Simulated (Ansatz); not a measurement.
Reaction (substitution at a C–Al bond): `F[CH2][AlH][F]` + `NCF` → `FCNCF` + `[F][AlH2]`

Program: Ansatz. Geometries: PBE0-D4/def2-TZVP. ΔE: electronic, gas phase. CCSD(T)/CBS adds triple-zeta CCSD(T) − MP2 to the extrapolated MP2 energy (def2 sets, frozen cores). This one scheme is used for every species. DFT in def2-TZVPP. B3LYP here is the variant with VWN-RPA as its local correlation; programs differ in this. One conformer a species, not always the lowest.

| level | ΔE (kJ/mol) | difference from CCSD(T)/CBS |
| --- | --- | --- |
| PBE-D4 | 8.4 | 0.4 |
| r2SCAN-D4 | 7.0 | -1.0 |
| ωB97X-V | 2.1 | -5.9 |
| PBE | 10.2 | 2.2 |
| r2SCAN | 7.6 | -0.4 |
| B3LYP | 9.8 | 1.8 |
| MP2/def2-TZVPP | 3.7 | -4.3 |
| HF/def2-QZVPP | -1.0 | -9.0 |
| SCS-MP2/def2-QZVPP | 5.7 | -2.3 |
| MP2/CBS(def2) | 8.0 | 0.0 |
| CCSD(T)/CBS | 8.0 | 0 |

Largest T1 diagnostic among the species: 0.012.

In def2-TZVPP, CCSD(T) changes the Hartree–Fock value by +5.2 kJ/mol (the triples alone add −0.4 kJ/mol) and MP2 by +5.2 kJ/mol.
